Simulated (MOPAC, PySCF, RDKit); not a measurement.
Constitutional and geometric isomers with formula C3H5N. Gas-phase values, no solvent. One relaxed conformer stands for each flexible species; it need not be the lowest. Strings in code marks are SMILES.

Quantity: electronic energy of isomers of C3H5N relative to `CCC#N`, in kcal/mol. Semi-empirical values (MOPAC) are differences of heats of formation. Force-field values (RDKit) are differences of steric energies, which aren't made for comparing isomers with other bonds.

Level 1: B3LYP/6-311+G** // B3LYP-D3(BJ)/def2-TZVP (PySCF)
Level 2: PBE/6-31G* // B3LYP-D3(BJ)/def2-TZVP (PySCF)
Level 3: PM3 // B3LYP-D3(BJ)/def2-TZVP (MOPAC)
Level 4: UFF, relaxed from the DFT geometry (RDKit)

```csv
species,level 1,level 2,level 3,level 4
`NC1=CC1`,51.8,___,49.2,99.5
`C=C=NC`,27.4,25.7,26.4,0.41
`CC=C=N`,23.1,22.7,___,0.01
```

### Question
Complete the blanks.

### Answer

- `NC1=CC1`, level 2: 49.3
- `CC=C=N`, level 3: 21.5
